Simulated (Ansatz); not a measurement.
`N[Si@@H](O)[Si@@H](N)Cl`. The species carries charge 0 and has multiplicity 1.

Cartesian coordinates in Å:
```
N 1.483 -0.796 0.710
Si 0.472 -0.797 -0.676
O -0.438 -2.149 -0.951
Si -1.088 0.918 -0.350
N -0.782 1.553 1.209
Cl -0.844 2.292 -1.902
H 2.430 -1.134 0.676
H 1.094 -0.862 1.637
H 1.404 -0.578 -1.815
H 0.015 -2.948 -1.226
H -2.521 0.545 -0.406
H 0.176 1.721 1.477
H -1.402 2.234 1.618
```

Task: Give the diagnostics of a CCSD(T)/def2-TZVPP run (frozen core, Ansatz). (An estimate is asked.)

Result: Computed: T1 = 0.0112, largest single amplitude 0.016, largest double 0.012, (T) share of the correlation energy 3.7 %, 9 CCSD cycles. The RHF solution is stable towards an unrestricted one. T1 lies under the customary mark of 0.02 for closed shells.
